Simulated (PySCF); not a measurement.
# Bond curve of PdSe

Set-up: basis Pd x2c-TZVPPall, Se x2c-TZVPPall; spin-free X2C with a Gaussian nucleus; PySCF 2.14. Energies in eV from Pd (4d10) + Se in their ground configurations at the same level. State: ³Σ⁻ (triplet), unpaired electrons π ↑↑.

```tsv
R (Å)	PBE
1.918	-1.686
2.007	-2.435
2.096	-2.838
2.163	-2.982
2.230	-3.031
2.297	-3.009
2.386	-2.905
2.498	-2.701
2.631	-2.404
2.810	-1.992
```

**Question.** Put a parabola through the three lowest points of the PBE curve and estimate Re, k and ωe (reduced mass 45.55 u; 1 eV/Å² = 0.16022 mdyn/Å; ωe = 1302.8·√(k/μ) cm⁻¹).

**Answer.** Through R = 2.163, 2.23, 2.297 Å the second-order coefficient is 7.91 eV/Å², so Re ≈ 2.243 Å, k ≈ 2.53 mdyn/Å and ωe ≈ 307 cm⁻¹. A polynomial fit of higher order to the unrounded PBE energies gives Re = 2.239 Å, k = 2.38 mdyn/Å, ωe = 298 cm⁻¹; anharmonicity and rounding make the difference.

The higher-order fit for each curve: PBE: Re = 2.239 Å, ωe = 298 cm⁻¹, De = 3.03 eV.

The metal atom is held in its measured ground configuration; semilocal functionals can put another filling of s and d lower by some tenths of an eV, and De to that atom would be smaller. These are scalar-relativistic numbers at best; spin–orbit coupling would shift them, the dissociation energy most. The state is the lowest single determinant that the PBE0 search found; with open d or f shells the true ground state can be another one.
